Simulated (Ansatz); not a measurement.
`C[Si](C)(Cl)CCCCCCCCCCCOc1ccccc1`, relaxed as a singlet with RKS PBE-D4/def2-SVP in Ansatz, starting from the GFN2-xTB geometry. Force threshold 0.03 eV/Å.

Single mean-field runs in def2-SVP are fitted with def2-universal-jkfit.

Start:

Cartesian coordinates in Å:
```
C -3.9467 0.4889 6.8183
Si -3.3035 -0.1875 5.1581
C -4.1818 -1.8178 4.7066
Cl -3.7361 1.1768 3.6981
C -1.4046 -0.3938 5.2266
C -0.7872 -0.9161 3.9296
C 0.7332 -1.0113 4.0370
C 1.3893 -1.6637 2.8188
C 1.1445 -0.9538 1.4859
C 1.6810 0.4751 1.4569
C 1.4280 1.1802 0.1241
C 2.2233 0.5831 -1.0357
C 2.1665 1.4442 -2.2960
C 0.7760 1.4989 -2.9248
C 0.7908 2.3167 -4.2185
O 1.6095 1.7540 -5.2221
C 1.1405 0.7370 -5.9964
C 2.0300 0.2704 -6.9674
C 1.6561 -0.7317 -7.8374
C 0.3910 -1.2933 -7.7543
C -0.4872 -0.8441 -6.7868
C -0.1228 0.1624 -5.9071
H -3.4788 1.4370 7.0684
H -3.7441 -0.2013 7.6311
H -5.0201 0.6515 6.7865
H -3.9483 -2.6062 5.4157
H -5.2611 -1.6909 4.7010
H -3.8912 -2.1654 3.7192
H -1.1339 -1.0677 6.0412
H -0.9445 0.5685 5.4626
H -1.0581 -0.2459 3.1131
H -1.1922 -1.9044 3.7011
H 1.1487 -0.0142 4.1959
H 0.9854 -1.6101 4.9171
H 1.0193 -2.6890 2.7343
H 2.4674 -1.7164 2.9919
H 0.0761 -0.9437 1.2628
H 1.6370 -1.5369 0.7050
H 1.1976 1.0563 2.2438
H 2.7543 0.4627 1.6618
H 1.7043 2.2326 0.2297
H 0.3602 1.1389 -0.0976
H 3.2671 0.4841 -0.7282
H 1.8500 -0.4154 -1.2693
H 2.8614 1.0421 -3.0361
H 2.4906 2.4596 -2.0555
H 0.4353 0.4830 -3.1339
H 0.0661 1.9648 -2.2408
H 1.2370 3.2963 -4.0204
H -0.2277 2.4740 -4.5947
H 3.0089 0.7215 -7.0200
H 2.3535 -1.0752 -8.5878
H 0.0960 -2.0741 -8.4386
H -1.4727 -1.2802 -6.7084
H -0.8330 0.4896 -5.1642
```

| step | energy (eV) | largest force component (eV/Å) | SCF passes |
| --- | --- | --- | --- |
| 1 | -42631.3759 | 1.144 | 21 |
| 2 | -42631.7547 | 0.380 | 20 |
| 3 | -42631.7884 | 0.107 | 21 |
| 4 | -42631.7907 | 0.054 | 21 |
| 5 | -42631.7913 | 0.021 | 14 |
| 6 | -42631.7924 | 0.049 | 20 |
| 7 | -42631.7932 | 0.074 | 20 |
| 8 | -42631.7940 | 0.068 | 19 |
| 9 | -42631.7945 | 0.031 | 20 |
| 10 | -42631.7952 | 0.029 | 20 |
| 11 | -42631.7954 | 0.036 | 20 |
| 12 | -42631.7956 | 0.021 | 20 |

Force components are those of the run's own axes.

End:

Cartesian coordinates in Å:
```
C -3.877 0.614 6.696
Si -3.252 -0.193 5.115
C -4.214 -1.761 4.713
Cl -3.585 1.167 3.532
C -1.389 -0.500 5.188
C -0.767 -1.045 3.894
C 0.756 -1.207 3.968
C 1.395 -1.795 2.701
C 1.159 -1.004 1.404
C 1.675 0.440 1.438
C 1.448 1.229 0.140
C 2.230 0.708 -1.073
C 2.119 1.585 -2.326
C 0.709 1.668 -2.920
C 0.653 2.450 -4.232
O 1.497 1.905 -5.246
C 1.100 0.796 -5.934
C 2.052 0.263 -6.832
C 1.742 -0.860 -7.604
C 0.481 -1.474 -7.499
C -0.462 -0.945 -6.607
C -0.165 0.182 -5.822
H -3.339 1.563 6.895
H -3.721 -0.061 7.563
H -4.960 0.841 6.625
H -4.067 -2.520 5.511
H -5.299 -1.550 4.632
H -3.878 -2.200 3.753
H -1.196 -1.194 6.039
H -0.905 0.462 5.469
H -1.033 -0.363 3.057
H -1.225 -2.027 3.637
H 1.212 -0.219 4.203
H 1.010 -1.860 4.833
H 1.020 -2.832 2.557
H 2.491 -1.893 2.868
H 0.074 -0.993 1.158
H 1.645 -1.554 0.570
H 1.183 0.987 2.271
H 2.763 0.435 1.681
H 1.728 2.292 0.311
H 0.358 1.238 -0.085
H 3.303 0.617 -0.792
H 1.897 -0.323 -1.327
H 2.805 1.197 -3.109
H 2.478 2.614 -2.093
H 0.312 0.641 -3.079
H 0.009 2.160 -2.210
H 1.038 3.479 -4.076
H -0.393 2.544 -4.603
H 3.031 0.759 -6.902
H 2.494 -1.260 -8.301
H 0.238 -2.359 -8.106
H -1.453 -1.415 -6.511
H -0.925 0.571 -5.131
```

By distances, no bond broke or formed. The bond that changes most is Si2–Cl4, from 2.04 to 2.11 Å (atoms count from 1).

The force fell under the threshold at step 5, but the optimiser went on and released 0.004 eV more. No frequencies were taken in this run, so the end may be a saddle point.

Hardware: 2 threads of AMD EPYC 7R13 on a shared host and a share (18 GiB) of an NVIDIA H100 80GB HBM3. Wall time 55 s.
